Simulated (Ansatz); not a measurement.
`C[Si](F)(F)C#N` and `N#C[Si](F)(F)F` differ in one atom or group.

Ansatz, PBE0-D4/def2-TZVP geometries, multiplicity 1. 

```csv
property,`C[Si](F)(F)C#N`
LUMO energy (PBE0/def2-TZVPP) / eV,-0.92
zero-point energy (PBE0-D4/def2-TZVP) / kJ/mol,135.9
LUMO energy (B3LYP/def2-TZVPP) / eV,-1.16
"ideal-gas entropy at 298 K and 1 bar (rigid rotor, harmonic PBE0-D4/def2-TZVP) / J/(mol·K)",352
HOMO energy (B3LYP/def2-TZVPP) / eV,-10.03
HOMO–LUMO gap (ωB97M-V/def2-TZVPP) / eV,13.83
```

**Question.** What does the change do to each property? (Estimate.)

**Answer.** The calculation gave: 
```csv
property,`N#C[Si](F)(F)F`,shift
LUMO energy (PBE0/def2-TZVPP) / eV,-1.38,-0.46
zero-point energy (PBE0-D4/def2-TZVP) / kJ/mol,47.8,-88.1
LUMO energy (B3LYP/def2-TZVPP) / eV,-1.62,-0.46
"ideal-gas entropy at 298 K and 1 bar (rigid rotor, harmonic PBE0-D4/def2-TZVP) / J/(mol·K)",323,-29
HOMO energy (B3LYP/def2-TZVPP) / eV,-10.71,-0.68
HOMO–LUMO gap (ωB97M-V/def2-TZVPP) / eV,14.19,0.36
```

With PBE0 the HOMO falls by 0.72 eV and the LUMO falls by 0.46 eV, so the gap widens by about 0.26 eV. PBE moves the HOMO by -0.71 eV and ωB97M-V by -0.74 eV. The zero-point energy changes by -88.1 kJ/mol with -9 modes.

B3LYP here is the variant with VWN-RPA as its local correlation; programs differ in this.
